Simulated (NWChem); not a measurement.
SiH3SeOF; SMILES F[Se]O[SiH3]

```xyz
7

Se     0.3533    -0.9267     0.0793
F     -1.3804    -1.1956    -0.1074
O      0.4563     0.6994    -0.6069
Si    -0.1625     2.0878     0.1487
H     -1.5840     2.2922    -0.2430
H      0.6728     3.2170    -0.3420
H     -0.0513     1.9335     1.6284
```
Atoms are numbered in this order, from 1.

Computed with NWChem. All runs use the structure optimised with PBE0/def2-SVP. Ions are spin-unrestricted doublets at the neutral geometry; other ion states weren't tried.

For level PBE/def2-SVP:

```
Quantity                               Value
-------------------------------------  -----
vertical ionisation energy, ΔSCF (eV)   8.73
−ε(HOMO) (eV)                           5.12
```

### Question
Estimate the same quantities for level CAM-B3LYP/def2-SVP.

### Answer
| Property | Value |
|---|---|
| vertical ionisation energy, ΔSCF (eV) | 9.20 |
| −ε(HOMO) (eV) | 7.90 |
